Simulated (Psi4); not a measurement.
H6FGeNSi, singlet, at a GFN2-xTB geometry, atoms displaced at random by about 0.03 Å a coordinate; PBE/STO-3G, gradient (Psi4).

Psi4 was given this input:
```
memory 2 GB

molecule {
0 1
  Si    1.58296928   -0.55746229    0.08206987
  F     2.73907613   -0.12923184   -0.96718506
  N     0.23581473    0.24991395   -0.46532338
  Ge   -1.46835784    0.28554005    0.28752106
  H     2.09965802   -0.11783374    1.41031986
  H     1.40310686   -2.01064382    0.00519986
  H     0.42501915    1.12978214   -1.02569411
  H    -2.36112339    0.95844936   -0.66490759
  H    -1.48470333    0.90220577    1.64718494
  H    -1.81163558   -1.18409136    0.38866353
symmetry c1
no_reorient
no_com
}

set basis sto-3g

gradient('pbe')
print_variables()
```

Output, abridged:

```
gradient() will perform analytic gradient computation.

   => Loading Basis Set <=

    Name: STO-3G
    Role: ORBITAL
    Keyword: BASIS

         ---------------------------------------------------------
                                   SCF
               by Justin Turney, Rob Parrish, Andy Simmonett
                          and Daniel G. A. Smith
                              RKS Reference
         ---------------------------------------------------------

  ==> Geometry <==

    Molecular point group: c1
    Full point group: C1

    Geometry (in Angstrom), charge = 0, multiplicity = 1:

       Center              X                  Y                   Z               Mass
    ------------   -----------------  -----------------  -----------------  -----------------
         SI           1.582969280000    -0.557462290000     0.082069870000    27.976926534650
         F            2.739076130000    -0.129231840000    -0.967185060000    18.998403162730
         N            0.235814730000     0.249913950000    -0.465323380000    14.003074004430
         GE          -1.468357840000     0.285540050000     0.287521060000    73.921177761000
         H            2.099658020000    -0.117833740000     1.410319860000     1.007825032230
         H            1.403106860000    -2.010643820000     0.005199860000     1.007825032230
         H            0.425019150000     1.129782140000    -1.025694110000     1.007825032230
         H           -2.361123390000     0.958449360000    -0.664907590000     1.007825032230
         H           -1.484703330000     0.902205770000     1.647184940000     1.007825032230
         H           -1.811635580000    -1.184091360000     0.388663530000     1.007825032230

  Running in c1 symmetry.

  Rotational constants: A =      0.55003  B =      0.03975  C =      0.03812 [cm^-1]
  Rotational constants: A =  16489.46710  B =   1191.57772  C =   1142.79035 [MHz]
  Nuclear repulsion =  348.615927270045120

  Charge       = 0
  Multiplicity = 1
  Electrons    = 68
  Nalpha       = 34
  Nbeta        = 34

  ==> Algorithm <==

  SCF Algorithm Type is DF.
  DIIS enabled.
  MOM disabled.
  Fractional occupation disabled.
  Guess Type is SAD.
  Energy threshold   = 1.00e-08
  Density threshold  = 1.00e-08
  Integral threshold = 1.00e-12

  ==> Primary Basis <==

  Basis Set: STO-3G
    Blend: STO-3G
    Number of shells: 25
    Number of basis functions: 43
    Number of Cartesian functions: 44
    Spherical Harmonics?: true
    Max angular momentum: 2

  ==> DFT Potential <==

   => LibXC <=

    Version 7.1.2
    S. Lehtola, C. Steigemann, M. J. T. Oliveira, and M. A. L. Marques,  SoftwareX 7, 1–5 (2018) (10.1016/j.softx.2017.11.002)

   => Composite Functional: PBE <=

    PBE GGA Exchange-Correlation Functional

    J.P. Perdew et. al., Phys. Rev. Lett., 77(18), 3865-3868, 1996

    Deriv               =              1
    GGA                 =           TRUE
    Meta                =          FALSE

    Exchange Hybrid     =          FALSE
    MP2 Hybrid          =          FALSE

   => Exchange Functionals <=

    1.0000     XC_GGA_X_PBE

   => Correlation Functionals <=

    1.0000     XC_GGA_C_PBE

   => LibXC Density Thresholds  <==

    XC_GGA_C_PBE:  1.00E-12
    XC_GGA_X_PBE:  1.00E-15

   => Molecular Quadrature <=

    Radial Scheme          =       TREUTLER
    Pruning Scheme         =           NONE
    Nuclear Scheme         =       TREUTLER

    Blocking Scheme        =         OCTREE
    BS radius alpha        =              1
    Pruning alpha          =              1
    Radial Points          =             75
    Spherical Points       =            302
    Total Points           =         212634
    Total Blocks           =           1645
    Max Points             =            256
    Max Functions          =             41
    Weights Tolerance      =       1.00E-15

   => Loading Basis Set <=

    Name: (STO-3G AUX)
    Role: JKFIT
    Keyword: DF_BASIS_SCF

  ==> Integral Setup <==

[...]
  @DF-RKS Final Energy: -2494.52997487718039
    Total Energy =                      -2494.5299748771803934
[...]
         N            0.235814730000     0.249913950000    -0.465323380000    14.003074004430
         GE          -1.468357840000     0.285540050000     0.287521060000    73.921177761000
         H            2.099658020000    -0.117833740000     1.410319860000     1.007825032230
         H            1.403106860000    -2.010643820000     0.005199860000     1.007825032230
         H            0.425019150000     1.129782140000    -1.025694110000     1.007825032230
         H           -2.361123390000     0.958449360000    -0.664907590000     1.007825032230
         H           -1.484703330000     0.902205770000     1.647184940000     1.007825032230
         H           -1.811635580000    -1.184091360000     0.388663530000     1.007825032230

  Nuclear repulsion =  348.615927270045120

  ==> Basis Set <==

  Basis Set: STO-3G
    Blend: STO-3G
    Number of shells: 25
    Number of basis functions: 43
    Number of Cartesian functions: 44
    Spherical Harmonics?: true
    Max angular momentum: 2

  ==> DFJKGrad: Density-Fitted SCF Gradients <==

    Gradient:                    1
    J tasked:                  Yes
    K tasked:                   No
    wK tasked:                  No
    Integrals threads:           1
    Schwarz Cutoff:          1E-12
    Fitting Condition:       1E-10

   => Auxiliary Basis Set <=

  Basis Set: (STO-3G AUX)
    Blend: DEF2-UNIVERSAL-JKFIT
    Number of shells: 184
    Number of basis functions: 656
    Number of Cartesian functions: 832
    Spherical Harmonics?: true
    Max angular momentum: 5

  ==> DFT Potential <==

   => LibXC <=

    Version 7.1.2
    S. Lehtola, C. Steigemann, M. J. T. Oliveira, and M. A. L. Marques,  SoftwareX 7, 1–5 (2018) (10.1016/j.softx.2017.11.002)

   => Composite Functional: PBE <=

    PBE GGA Exchange-Correlation Functional

    J.P. Perdew et. al., Phys. Rev. Lett., 77(18), 3865-3868, 1996

    Deriv               =              1
    GGA                 =           TRUE
    Meta                =          FALSE

    Exchange Hybrid     =          FALSE
    MP2 Hybrid          =          FALSE

   => Exchange Functionals <=

    1.0000     XC_GGA_X_PBE

   => Correlation Functionals <=

    1.0000     XC_GGA_C_PBE

   => LibXC Density Thresholds  <==

    XC_GGA_C_PBE:  1.00E-12
    XC_GGA_X_PBE:  1.00E-15

   => Molecular Quadrature <=

    Radial Scheme          =       TREUTLER
    Pruning Scheme         =           NONE
    Nuclear Scheme         =       TREUTLER

    Blocking Scheme        =         OCTREE
    BS radius alpha        =              1
    Pruning alpha          =              1
    Radial Points          =             75
    Spherical Points       =            302
    Total Points           =         212634
    Total Blocks           =           1645
    Max Points             =            256
    Max Functions          =             41
    Weights Tolerance      =       1.00E-15

  -Total Gradient:
     Atom            X                  Y                   Z
    ------   -----------------  -----------------  -----------------
       1       -0.039532456280     0.020857724022    -0.024850519548
       2       -0.022044256803    -0.005728140029     0.018396885289
       3        0.089668954439    -0.041463133807     0.004603601328
       4       -0.017179675428     0.016770863061     0.009475853328
       5        0.006393640543     0.007300081802     0.001339737046
       6        0.004323566347     0.001054697209    -0.007824051071
       7       -0.001348753402     0.011727170583    -0.008352896386
       8       -0.015800660655     0.010654446820    -0.017465262601
       9        0.000302739681     0.010947321540     0.025033424872
      10       -0.004869363587    -0.032331145176    -0.000415671967

  Variable Map:
  ----------------------------------------------------------------------------
[...]
  Array Variable Map:
  ----------------------------------------------------------------------------
[...]
[...]
```
